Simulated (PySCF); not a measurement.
# Exercise with solution: oscillator strength and radiative lifetime

1-bromo-1,2,2-trichloroethene (C₂BrCl₃), SMILES ClC(Cl)=C(Cl)Br.

The structure is a stationary point at B3LYP-D3(BJ)/def2-SVP.

TDDFT-PBE0/def2-SVPD run with PySCF 2.14.0 puts the first singlet state with f over 0.02 at 5.73 eV (vertical), with the transition dipole (0.730, -1.382, 0.000) in atomic units.

### Question
Find the oscillator strength, the wavelength and the radiative lifetime that this transition would have in vacuum if emission retraced absorption.

### Answer

|μ|² = 2.4428 au, so |μ| = 3.97 D. ΔE = 5.73/27.211 = 0.2106 hartree. f = (2/3) ΔE |μ|² = 0.343 (the program prints 0.343).
λ = 1239.84/5.73 = 216 nm; ν = 46216 cm⁻¹.
Einstein's coefficient A = 0.6670 ν² f s⁻¹ (ν in cm⁻¹) = 4.9e8 s⁻¹, so τ = 1/A = 2.0 ns. This state is S4; the lower singlets have f = 0.000, 0.000, 0.000. The figure is the radiative limit of this one transition; relaxation, internal conversion, crossing to triplets and a medium change what is measured.
